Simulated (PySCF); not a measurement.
C3H5, multiplicity 2. Atoms are numbered in the order given.

```xyz
8

C     -0.0971    -1.3394     0.0000
C      0.3784    -0.1245     0.0000
C     -0.0757     1.2672     0.0000
H      0.5414    -2.2167     0.0000
H     -1.1741    -1.5291     0.0000
H     -1.1740     1.3204     0.0000
H      0.2865     1.8026    -0.8810
H      0.2865     1.8026     0.8810
```
Charge 0, spin multiplicity 2.

The structure is a stationary point at B3LYP-D3(BJ)/def2-TZVP. The isomer is the one that the SMILES or the coordinates give; other isomers of the formula were not compared.

All values below come from CAM-B3LYP/def2-TZVPD (PySCF).

Mulliken values depend strongly on the basis, most of all with diffuse functions as here. ESP charges are fitted to the potential on shells at 1.4 to 2.0 van der Waals radii. Atomic charges (e):

```
atom  meta-Löwdin  Mulliken  ESP fit  Mulliken spin
----  -----------  --------  -------  -------------
C1          -0.30     -0.63    -0.52          -0.13
C2           0.00      0.18     0.08           0.96
C3            [?]     -0.83    -0.41          -0.01
H4            [?]      0.24     0.19           0.04
H5            [?]      0.22     0.21           0.07
H6            [?]      0.28     0.16           0.07
H7            [?]      0.27     0.14           0.00
H8            [?]      0.27     0.14           0.00
```

### Question
Some entries are withheld; supply them. (Estimate from the structure and the level; the computed values follow.)

### Answer

- C3, meta-Löwdin: -0.34
- H4, meta-Löwdin: 0.13
- H5, meta-Löwdin: 0.12
- H6, meta-Löwdin: 0.12
- H7, meta-Löwdin: 0.13
- H8, meta-Löwdin: 0.13
